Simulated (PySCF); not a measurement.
# Polarisability and C₆ of V(22+) (vanadium, charge +22)

1s1, 2S determinant. Computed with PySCF 2.14 in an even-tempered Gaussian basis (17 s from 20 bohr⁻², ratio 2.2; 7 p from 31 bohr⁻², ratio 2.4; 4 d from 93 bohr⁻², ratio 2.4; 3 f from 140 bohr⁻², ratio 2.4; 3 g from 210 bohr⁻², ratio 2.4), with the spin-free X2C one-electron Hamiltonian (Gaussian nucleus). Coupled (time-dependent) response in atomic units; α is the mean over directions.

```json
{"method": "UHF", "mean α (bohr³)": "1.561e-05", "C₆ (like pair)": "4.167e-08", "S(−4)": "3.244e-10"}
```

S(−4) is the Cauchy moment in α(ω) = α(0) + S(−4) ω² + …

α(iu) at UHF:

| u (hartree) | α(iu) (bohr³) |
| --- | --- |
| 0 | 1.561e-05 |
| 20.0 | 1.548e-05 |
| 40.0 | 1.511e-05 |
| 80.0 | 1.380e-05 |
| 120 | 1.208e-05 |
| 160 | 1.033e-05 |
| 200 | 8.735e-06 |
| 300 | 5.767e-06 |
| 400 | 3.957e-06 |
| 600 | 2.123e-06 |
| 1000 | 8.716e-07 |

For a non-relativistic one-electron ion the exact value is 9/(2Z⁴) = 1.608e-05 bohr³; Hartree-Fock is exact here up to the basis and relativity.

For an ion, C₆ is the dispersion term alone; charge-induced terms of lower order in 1/R come first.
